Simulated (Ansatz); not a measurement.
Worked example: CBrClF2 + C2H3O → CClF2 + C2H3BrO

Species: CBrClF2 `FC(F)(Cl)Br`, singlet; C2H3O (acetyl radical) `C[C]=O`, doublet; CClF2 (chlorodifluoromethyl radical) `F[C](F)Cl`, doublet; C2H3BrO (acetyl bromide) `CC(=O)Br`, singlet. A radical takes Br: the energy is the difference in strength between two C–Br bonds in different surroundings.

Shapes, held fixed at every level: PBE0-D4/def2-TZVP. Programs: Ansatz 0.2.0. The zero-point and thermal change to 298 K, harmonic and unscaled (PBE0-D4/def2-TZVP), is +2.9 kJ/mol.

At CCSD(T)/def2-TZVPP; 1 Eh = 2625.50 kJ/mol:

| species | energy (Eh) |
| --- | --- |
| CBrClF2 | -3269.936163 |
| C2H3O | -152.940188 |
| CClF2 | -697.167857 |
| C2H3BrO | -2725.716413 |

Work out ΔH(298 K) of the reaction at this level.


1. Products less reactants: (-697.167857) + (-2725.716413) − [(-3269.936163) + (-152.940188)] = -0.007919 Eh = -20.8 kJ/mol.
2. With the thermal change: -20.8 + (+2.9) = -17.9 kJ/mol.

Other levels give -35.5 (r2SCAN-D4/def2-TZVPP) to -17.9 kJ/mol (CCSD/def2-TZVPP). No measured value is set beside it here. Open shells run unrestricted unless RO is named. Relativity is left out for Br unless named. Correlated rows may include outer-core shells of Br, which these sets cover unevenly.
